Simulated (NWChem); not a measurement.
CH₆FNSi₂; SMILES F[SiH2]/N=C\[SiH3]

```xyz
11

F      1.3630     1.4697     0.0006
Si    -0.2555     1.6831    -0.0040
N     -1.1991     0.2495    -0.0006
C     -1.0943    -1.0109     0.0017
Si     0.5033    -2.0701     0.0053
H     -0.5973     2.4184    -1.2471
H     -0.6027     2.4284     1.2316
H     -2.0414    -1.5978     0.0019
H      0.4784    -2.9416     1.2202
H      0.4776    -2.9510    -1.2027
H      1.7080    -1.1970     0.0016
```
Atoms are numbered in this order, from 1.

All runs: NWChem. Geometry: optimised at PBE0/def2-SVP. GIAO values for the isolated, static molecule; σ is the absolute isotropic shielding, δ = σ(reference) − σ with the isolated reference molecule computed at the same levels (13C: tetramethylsilane, 1H: tetramethylsilane, 15N: ammonia, 29Si: tetramethylsilane).

For level LDA (Slater exchange, VWN5)/pcSseg-1:

| Item | Value |
|---|---|
| δ Si2 (ppm) | -28.1 |
| δ N3 (ppm) | 521.3 |
| δ C4 (ppm) | 213.6 |
| δ Si5 (ppm) | -79.2 |
| δ H6 (ppm) | 5.95 |
| δ H8 (ppm) | 10.52 |
| δ H9 (rotor mean) (ppm) | 4.46 |

What are these values for level BHandHLYP/pcSseg-1?


| Item | Value |
|---|---|
| δ Si2 (ppm) | -37.8 |
| δ N3 (ppm) | 509.9 |
| δ C4 (ppm) | 208.2 |
| δ Si5 (ppm) | -71.6 |
| δ H6 (ppm) | 5.17 |
| δ H8 (ppm) | 10.16 |
| δ H9 (rotor mean) (ppm) | 4.03 |
